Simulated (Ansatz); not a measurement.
Steps of a relaxation of `C=C1OB1[SeH]` with RKS PBE-D4/def2-SVP.

```sh
$ ansatz run in.yaml --threads 4 --pin off --events-out ev --progress --plain --max-ram 10444MiB
```

```yaml
crystal:
  periodic: [false, false, false]
  atoms:
    - {symbol: C, position_ang: [0.199300, 1.610000, -0.389400]}
    - {symbol: C, position_ang: [0.506800, 0.385200, -0.270300]}
    - {symbol: O, position_ang: [1.509000, -0.608600, -0.216400]}
    - {symbol: B, position_ang: [0.215500, -1.028400, -0.086300]}
    - {symbol: Se, position_ang: [-1.237500, -2.488500, 0.139100]}
    - {symbol: H, position_ang: [-0.896200, 1.942000, -0.382800]}
    - {symbol: H, position_ang: [0.931200, 2.422100, -0.524900]}
    - {symbol: H, position_ang: [-1.136000, -2.290900, 1.675200]}
basis:
  gaussian: {orbitals: def2-SVP}
hamiltonian: {xc: pbe, dispersion: d4}
relax: {f_tol: 0.03, max_steps: 200}
```

Positions (Å) and forces (eV/Å) along the path, 12 of 12 steps:

```xyz
8
step=1 energy=-70167.1903 eV
C     0.199    1.610   -0.389   -0.957    5.212   -0.598
C     0.507    0.385   -0.270   -1.605   -3.491    0.501
O     1.509   -0.609   -0.216    1.823   -0.664   -0.022
B     0.215   -1.028   -0.086   -1.799   -1.189    0.233
Se   -1.238   -2.489    0.139    1.326    0.707    0.975
H    -0.896    1.942   -0.383    1.201   -0.589    0.057
H     0.931    2.422   -0.525    0.072    0.135   -0.022
H    -1.136   -2.291    1.675   -0.061   -0.121   -1.125
8
step=2 energy=-70167.6952 eV
C     0.213    1.686   -0.425    0.634    1.029   -0.122
C     0.417    0.387   -0.255   -1.774   -0.127    0.107
O     1.399   -0.652   -0.141    0.887   -0.144   -0.026
B     0.077   -1.025   -0.047   -0.608   -0.496    0.013
Se   -1.151   -2.588    0.160    0.550    0.298    0.071
H    -0.832    2.074   -0.427    0.371   -0.348   -0.004
H     1.011    2.442   -0.553   -0.028   -0.155    0.019
H    -1.042   -2.382    1.633   -0.030   -0.058   -0.057
8
step=3 energy=-70167.8572 eV
C     0.238    1.755   -0.437    0.652   -0.766    0.046
C     0.285    0.417   -0.248   -0.873    1.047   -0.265
O     1.272   -0.638   -0.098   -0.001    0.123    0.065
B    -0.063   -1.006   -0.051    0.437   -0.060    0.107
Se   -1.057   -2.680    0.189   -0.107   -0.065   -0.227
H    -0.761    2.205   -0.538    0.035   -0.008    0.057
H     1.126    2.418   -0.528   -0.219   -0.301    0.052
H    -0.948   -2.529    1.655    0.075    0.029    0.165
8
step=4 energy=-70167.9215 eV
C     0.246    1.765   -0.478    0.242   -0.398    0.065
C     0.212    0.444   -0.242   -0.410    0.722   -0.044
O     1.217   -0.591   -0.021   -0.070    0.063    0.171
B    -0.108   -0.973    0.043    0.375   -0.177   -0.331
Se   -1.066   -2.680    0.161   -0.148    0.111    0.093
H    -0.718    2.286   -0.578    0.025   -0.012   -0.022
H     1.173    2.363   -0.573   -0.109   -0.218    0.035
H    -0.863   -2.672    1.631    0.094   -0.092    0.034
8
step=5 energy=-70168.0044 eV
C     0.252    1.776   -0.495   -0.093    0.000   -0.096
C     0.151    0.471   -0.239   -0.037    0.202   -0.030
O     1.166   -0.542    0.092   -0.313   -0.036    0.067
B    -0.150   -0.956    0.035    0.334   -0.160   -0.011
Se   -1.131   -2.649    0.164   -0.021    0.183    0.625
H    -0.681    2.347   -0.646    0.139   -0.073   -0.099
H     1.215    2.309   -0.585   -0.064   -0.100    0.168
H    -0.729   -2.813    1.617    0.055   -0.017   -0.625
8
step=6 energy=-70168.0912 eV
C     0.256    1.773   -0.532   -0.024    0.185    0.068
C     0.114    0.479   -0.253    0.143   -0.083   -0.049
O     1.119   -0.526    0.165   -0.409    0.032    0.105
B    -0.190   -0.944    0.049    0.141   -0.172   -0.084
Se   -1.232   -2.592    0.202    0.465    0.181    1.112
H    -0.652    2.368   -0.742    0.174   -0.086   -0.116
H     1.238    2.285   -0.508   -0.189   -0.119    0.041
H    -0.561   -2.899    1.564   -0.301    0.063   -1.077
8
step=7 energy=-70168.2039 eV
C     0.262    1.785   -0.534   -0.195   -0.247   -0.093
C     0.096    0.490   -0.253    0.216    0.065    0.059
O     1.066   -0.509    0.262   -0.316    0.175   -0.065
B    -0.231   -0.924    0.068    0.023   -0.187    0.083
Se   -1.295   -2.535    0.274    0.526    0.018    0.855
H    -0.618    2.379   -0.834    0.124   -0.068   -0.078
H     1.248    2.270   -0.501    0.028    0.037    0.139
H    -0.436   -3.012    1.462   -0.406    0.206   -0.900
8
step=8 energy=-70168.3047 eV
C     0.260    1.772   -0.560    0.041    0.022    0.030
C     0.088    0.491   -0.237    0.083   -0.007   -0.124
O     1.049   -0.496    0.284    0.064    0.197    0.236
B    -0.248   -0.906    0.129   -0.136   -0.029   -0.140
Se   -1.358   -2.441    0.396    0.275   -0.290    0.477
H    -0.584    2.354   -0.960   -0.002   -0.032    0.062
H     1.230    2.276   -0.419   -0.003   -0.038   -0.086
H    -0.345   -3.105    1.310   -0.322    0.177   -0.457
8
step=9 energy=-70168.3436 eV
C     0.287    1.772   -0.582   -0.192    0.091   -0.108
C     0.071    0.510   -0.220    0.090   -0.231    0.209
O     0.974   -0.450    0.417   -0.025   -0.040   -0.116
B    -0.311   -0.878    0.172    0.077    0.073    0.123
Se   -1.382   -2.442    0.487    0.111    0.009   -0.001
H    -0.554    2.341   -1.002    0.048    0.039   -0.079
H     1.264    2.267   -0.472   -0.001   -0.045    0.061
H    -0.258   -3.176    1.145   -0.108    0.104   -0.089
8
step=10 energy=-70168.3530 eV
C     0.269    1.764   -0.588    0.074    0.031    0.022
C     0.089    0.507   -0.187   -0.007    0.055   -0.017
O     1.018   -0.444    0.427   -0.068    0.022   -0.008
B    -0.277   -0.869    0.219   -0.011   -0.087    0.020
Se   -1.393   -2.402    0.489    0.082   -0.035    0.026
H    -0.570    2.318   -1.034    0.012   -0.011    0.016
H     1.243    2.266   -0.476   -0.027    0.001   -0.036
H    -0.287   -3.197    1.095   -0.054    0.025   -0.023
8
step=11 energy=-70168.3538 eV
C     0.274    1.767   -0.588   -0.066   -0.072    0.010
C     0.073    0.511   -0.187    0.038    0.086   -0.006
O     0.996   -0.439    0.429    0.032   -0.016    0.000
B    -0.292   -0.871    0.218   -0.003    0.036   -0.002
Se   -1.383   -2.420    0.486   -0.032   -0.018   -0.005
H    -0.558    2.335   -1.028    0.010   -0.016   -0.005
H     1.255    2.256   -0.487    0.011   -0.003    0.009
H    -0.273   -3.197    1.101    0.009    0.004   -0.002
8
step=12 energy=-70168.3542 eV
C     0.272    1.767   -0.585   -0.003   -0.025   -0.021
C     0.077    0.512   -0.183    0.011    0.026    0.006
O     1.002   -0.440    0.432   -0.009   -0.003    0.000
B    -0.289   -0.868    0.223    0.000    0.002    0.001
Se   -1.387   -2.415    0.488    0.006   -0.002   -0.001
H    -0.561    2.327   -1.034    0.002   -0.001    0.012
H     1.253    2.258   -0.489   -0.003    0.002    0.005
H    -0.275   -3.198    1.092   -0.003    0.001   -0.001
```

Run time 16 s (4 threads of an Arm Neoverse V1 on a shared host); peak host memory 0.15 GiB.
